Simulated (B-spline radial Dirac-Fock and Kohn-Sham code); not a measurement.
Ta⁴⁺: photoemission with 10300 eV photons

System: Ta⁴⁺, [Xe] 4f14 5d1.

Input file task.json (cfg lists n, l and occupation; rrms is the nuclear radius in fm):

```json
{"items": [{
  "Z": 73,
  "q": 4,
  "cfg": [[1, 0, 2], [2, 0, 2], [2, 1, 6], [3, 0, 2], [3, 1, 6], [3, 2, 10], [4, 0, 2], [4, 1, 6], [4, 2, 10], [4, 3, 14], [5, 0, 2], [5, 1, 6], [5, 2, 1]],
  "A": 181,
  "rrms": 5.3507,
  "do": ["binding", "quiet", "photo", "scan"],
  "hv": [59.7, 60, 138.0, 150, 400, 616.0, 708.0, 2984.4, 6000, 8047.8, 10300.0, 15700.0, 54400.0, 79400.0, 150000, 200000]
}]}
```

Run with: `python xray_run.py task.json out`

The computed values come from a radial finite-basis atomic code: independent-particle photoionisation in a Dirac-Hartree-Slater potential with a Latter tail, all multipoles, thresholds from Dirac-Fock ΔSCF. The asymmetry parameter β is from the dipole term alone. Kinetic energies are from the vacuum level. Open shells are spread statistically over j, without multiplet splitting.

The last column is dσ/dΩ = σ/(4π) · [1 − (β/2) P₂(cos θ)] at θ = 0° from the beam of unpolarised light.

| subshell | electrons | binding (eV) | kinetic (eV) | σ (kb) | β | dσ/dΩ (kb/sr) |
| --- | --- | --- | --- | --- | --- | --- |
| L3 (2p3/2) | 4 | 9933.3 | 366.7 | 40.7 | 1.09 | 1.47 |
| M1 (3s) | 2 | 2767.0 | 7533.0 | 3.37 | 1.96 | 0.00592 |
| M2 (3p1/2) | 2 | 2524.2 | 7775.8 | 3.86 | 1.55 | 0.0698 |
| M3 (3p3/2) | 4 | 2250.4 | 8049.6 | 6.47 | 1.66 | 0.0874 |
| M4 (3d3/2) | 4 | 1845.8 | 8454.2 | 2.64 | 1.15 | 0.0891 |
| M5 (3d5/2) | 6 | 1787.3 | 8512.7 | 3.46 | 1.04 | 0.132 |
| N1 (4s) | 2 | 624.1 | 9675.9 | 0.861 | 1.96 | 0.00147 |
| N2 (4p1/2) | 2 | 523.6 | 9776.4 | 0.875 | 1.55 | 0.0158 |
| N3 (4p3/2) | 4 | 460.6 | 9839.4 | 1.43 | 1.66 | 0.0192 |
| N4 (4d3/2) | 4 | 295.3 | 10004.7 | 0.526 | 1.12 | 0.0184 |
| N5 (4d5/2) | 6 | 283.7 | 10016.3 | 0.684 | 1.00 | 0.0272 |
| N6 (4f5/2) | 6 | 76.67 | 10223.3 | 0.0310 | 0.64 | 0.00169 |
| N7 (4f7/2) | 8 | 74.79 | 10225.2 | 0.0377 | 0.62 | 0.00208 |
| O1 (5s) | 2 | 126.9 | 10173.1 | 0.156 | 1.96 | 0.000266 |
| O2 (5p1/2) | 2 | 94.39 | 10205.6 | 0.134 | 1.54 | 0.00243 |
| O3 (5p3/2) | 4 | 85.14 | 10214.9 | 0.213 | 1.66 | 0.00286 |
| O4 (5d3/2) | 0.4 | 47.13 | 10252.9 | 0.00492 | 1.12 | 0.000172 |
| O5 (5d5/2) | 0.6 | 46.38 | 10253.6 | 0.00637 | 0.99 | 0.000256 |

Branching ratios of the spin-orbit partners (statistical value in brackets): 3p 1.68 (2.00), 3d 1.31 (1.50), 4p 1.63 (2.00), 4d 1.30 (1.50), 4f 1.22 (1.33), 5p 1.59 (2.00), 5d 1.30 (1.50).
